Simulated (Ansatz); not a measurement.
GeMe3(OiPr) (C6H16GeO). Charge 0, multiplicity 1. Geometry PBE-D4/def2-SVP, basis def2-TZVP, Ansatz.

```xyz
24

Ge    1.052    0.282   -0.570
C     0.516   -0.779   -2.139
H     0.078   -1.751   -1.838
H     1.402   -0.981   -2.774
H    -0.230   -0.226   -2.744
C     1.802    2.021   -1.061
H     2.785    1.901   -1.558
H     1.938    2.640   -0.152
H     1.117    2.555   -1.748
C     2.295   -0.711    0.591
H     2.368   -0.207    1.575
H     3.305   -0.740    0.134
H     1.954   -1.752    0.754
O    -0.435    0.744    0.369
C    -1.558   -0.114    0.522
C    -2.715    0.750    1.023
C    -1.262   -1.280    1.471
H    -1.854   -0.544   -0.470
H    -2.456    1.194    2.007
H    -3.646    0.157    1.137
H    -2.907    1.581    0.316
H    -0.459   -1.934    1.073
H    -0.929   -0.894    2.456
H    -2.161   -1.912    1.628
```

```json
{"run": "A", "HOMO (eV)": "-5.68", "LUMO (eV)": "-0.05"}
{"run": "B", "HOMO (eV)": "-8.59", "LUMO (eV)": "1.50"}
{"run": "C", "HOMO (eV)": "-7.17", "LUMO (eV)": "0.74"}
{"run": "D", "HOMO (eV)": "-5.99", "LUMO (eV)": "0.61"}
{"run": "E", "HOMO (eV)": "-7.39", "LUMO (eV)": "1.17"}
{"run": "F", "HOMO (eV)": "-6.95", "LUMO (eV)": "0.41"}
```

B3LYP takes the VWN-RPA correlation.

Task: The runs used B3LYP, CAM-B3LYP, PBE, PBE0, r2SCAN, r2SCAN0. Estimate which is which.

Result: A PBE (0 % exact exchange); B CAM-B3LYP (range-separated); C PBE0 (25 % exact exchange); D r2SCAN (0 % exact exchange); E r2SCAN0 (25 % exact exchange); F B3LYP (20 % exact exchange). Exact exchange lowers occupied and raises empty levels; among semilocal functionals meta-GGAs tend to open the gap a little, and such runs are hard to tell apart. The gap grows from 5.64 eV (PBE) to 10.09 eV (CAM-B3LYP).
